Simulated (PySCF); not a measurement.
Screening by computed properties: pick the candidate that meets the target.

All species are isolated and taken at one optimised geometry, non-relativistic unless stated; the electronic structure was computed with PySCF and density fitting.

Dipoles, sizes and rotational constants follow the conformer. The torsions of the flexible species, by atom-mapped SMILES:
- `[CH2:1]=[CH:2][c:3]1[p:4][cH:5][c:6]([CH3:7])[p:8][c:9]1[C:10]#[N:11]`: C1–C2–C3–P4 2°
- `[CH3:1][O:2][c:3]1[cH:4][c:5]([CH3:6])[cH:7][cH:8][p:9]1`: C1–O2–C3–C4 180°
- `[CH2:1]=[CH:2][CH2:3][PH:4][c:5]1[cH:6][cH:7][cH:8][o:9]1`: C1–C2–C3–P4 -112°, C2–C3–P4–C5 169°, C3–P4–C5–C6 -110°
- `[CH3:1][CH:2]([CH3:3])[P@@H:4](=[S:5])[CH2:6][C:7]#[N:8]`: C1–C2–P4–S5 62°, C2–P4–C6–C7 46°
- `[O:1]=[CH:2][O:3][c:4]1[cH:5][c:6]1=[O:7]`: O1–C2–O3–C4 0°, C2–O3–C4–C5 0°
- `[CH3:1][c:2]1[o:3][c:4]([CH:5]2[CH2:6][CH2:7]2)[cH:8][p:9]1`: O3–C4–C5–C6 -30°
- `[CH3:1][PH+:2]([CH3:3])[c:4]1[cH:5][cH:6][c:7]([F:8])[cH:9][cH:10]1`: C1–P2–C4–C5 118°

**Question.** Wanted: HOMO–LUMO gap below 5.6 eV (PBE0/pcSseg-1) and dipole moment below 1.2 D (PBE0/pcSseg-1), at GFN2-xTB geometries. Which candidate meets both?
A. `c1n[nH]cp1`
B. `CC1=PC=C(C2CC2)O1`
C. `COC1=PC=CC(C)=C1`
D. `CC(C)[P@@H](=S)CC#N`
E. `C=CC1=C(C#N)P=C(C)C=P1`
F. `C=CCPc1ccco1`
G. `O=COC1=CC1=O`

**Answer.** C. Computed values:
```csv
species,HOMO–LUMO gap,dipole moment
C=CC1=C(C#N)P=C(C)C=P1,4.06 eV,4.70 D
COC1=PC=CC(C)=C1,5.32 eV,0.85 D
CC1=PC=C(C2CC2)O1,5.55 eV,1.87 D
O=COC1=CC1=O,5.75 eV,3.55 D
C=CCPc1ccco1,6.04 eV,1.46 D
c1n[nH]cp1,6.52 eV,2.42 D
CC(C)[P@@H](=S)CC#N,6.81 eV,1.01 D
```

**Question.** Wanted: HOMO energy above -7.3 eV (PBE0/pcSseg-1) and smallest rotational constant above 0.5 GHz (GFN2-xTB), at GFN2-xTB geometries. Which candidate meets both?
A. `C=Cc1pcc(C)pc1C#N`
B. `c1c(ccc(c1)[PH+](C)C)F`
C. `O=COc1cc1=O`
D. `C=CCPC1=CC=CO1`

**Answer.** D. Computed values:
```csv
species,HOMO energy,smallest rotational constant
c1c(ccc(c1)[PH+](C)C)F,-11.48 eV,0.548 GHz
O=COc1cc1=O,-7.43 eV,1.381 GHz
C=Cc1pcc(C)pc1C#N,-7.07 eV,0.467 GHz
C=CCPC1=CC=CO1,-6.27 eV,0.646 GHz
```
